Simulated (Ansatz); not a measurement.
`CC(=N)C[SeH]` + `CBr` → `CC(=N)CBr` + `C[SeH]`  (formal exchange of groups at a C–C bond)

Gas-phase electronic energies from Ansatz, PBE0-D4/def2-TZVP geometries. CBS: MP2 limit from def2 TZ/QZ plus the TZ coupled-cluster correction, frozen cores. DFT in def2-TZVPP. For Br, Se outer-core shells are correlated without core-valence functions, which leaves a few kJ/mol of doubt a bond. Scalar relativity is left out up to krypton. Each species was taken in one conformer, which may not be the lowest.

Task: Is it downhill or uphill in electronic energy at CCSD(T)/CBS, and by how much? (An estimate is asked.)

Result: The calculation gave: Nearly level: ΔE = 0.00 eV.

Task: What do these levels give: B2PLYP, PBE, SCS-MP2/def2-TZVPP, HF/def2-QZVPP, SCS-MP2/def2-QZVPP, HF/CBS(def2)? (Best estimate.)

Result: Computed: B2PLYP 0.00, PBE 0.00, SCS-MP2/def2-TZVPP 0.00, HF/def2-QZVPP -0.01, SCS-MP2/def2-QZVPP 0.00, HF/CBS(def2) -0.01 eV.

Largest T1 diagnostic among the species: 0.010.
